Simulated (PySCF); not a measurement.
Calculation: PBE-D3(BJ)/def2-TZVP // B3LYP-D3(BJ)/def2-SVP in PySCF. Gas-phase values, no solvent. One relaxed conformer stands for a flexible species; it need not be the lowest. Delta-SCF ions had no search for a lower state. Excitations are Tamm–Dancoff values on a coarser integration grid. The basis has no diffuse functions, so Rydberg states are missing or too high.

Reference species (SMILES): `Bc1ccc(F)cc2cccc1-2` (neutral, multiplicity 1).

```json
{
  "vertical ionisation energy (Delta-SCF)": "7.53 eV",
  "S1 excitation (TDA)": "1.76 eV"
}
```

Changed species: `Bc1cc2cccc(F)cc-2c1`.

### Question
What does the change do to the vertical ionisation energy (Delta-SCF) and S1 excitation (TDA)?

### Answer
the vertical ionisation energy (Delta-SCF) hardly moves; the S1 excitation (TDA) rises by 0.06 eV, to 1.82 eV.
